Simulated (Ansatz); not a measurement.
Consider the ligand exchange at the Si–O bond: `O[SiH]([SiH3])[O][AlH2]` + H₂S → `O[SiH]([SiH3])S` + `[OH][AlH2]`.

Isolated molecules relaxed with PBE0-D4/def2-TZVP in Ansatz; ΔE leaves out vibrations. CBS: MP2 limit from def2 TZ/QZ plus the TZ coupled-cluster correction, frozen cores. This one scheme is used for every species. Functionals use def2-TZVPP. B3LYP here is the variant with VWN-RPA as its local correlation; programs differ in this. One conformer a species, not always the lowest.

(1) Is it downhill or uphill in electronic energy at CCSD(T)/CBS, and by how much? (An estimate is asked.)

(2) What do these levels give: PBE0-D4, B3LYP-D4, r2SCAN0-D4, ωB97M-V, PBE-QIDH, revPBE, CAM-B3LYP, LC-ωPBE, CCSD/def2-SVP, MP2/def2-TZVPP, HF/def2-QZVPP, MP2/def2-QZVPP? (Best estimate.)

(3) What do rigid-rotor, harmonic-oscillator terms from PBE0-D4/def2-TZVP frequencies (298.15 K, 1 bar) make of the CCSD(T)/CBS value? (An estimate is asked.)

Largest T1 diagnostic among the species: 0.013.

Results:

(1) Computed: Uphill: ΔE = +61.2 kJ/mol.

(2) Computed: PBE0-D4 51.5, B3LYP-D4 64.0, r2SCAN0-D4 60.2, ωB97M-V 60.8, PBE-QIDH 57.7, revPBE 43.7, CAM-B3LYP 69.7, LC-ωPBE 57.8, CCSD/def2-SVP 71.0, MP2/def2-TZVPP 60.8, HF/def2-QZVPP 85.4, MP2/def2-QZVPP 59.2 kJ/mol.

(3) The calculation gave: ΔZPE = +7.4 kJ/mol, ΔH = +65.9 kJ/mol, ΔS = -12 J/(mol·K), ΔG = +69.4 kJ/mol. Modes under 50 cm⁻¹ make the entropy rough.

In def2-TZVPP, CCSD(T) changes the Hartree–Fock value by −17.9 kJ/mol (the triples alone add −3.7 kJ/mol) and MP2 by −22.5 kJ/mol. From PBE to PBE0 (25 % exact exchange), in def2-TZVPP and without D4, ΔE moves by +6.4 kJ/mol.
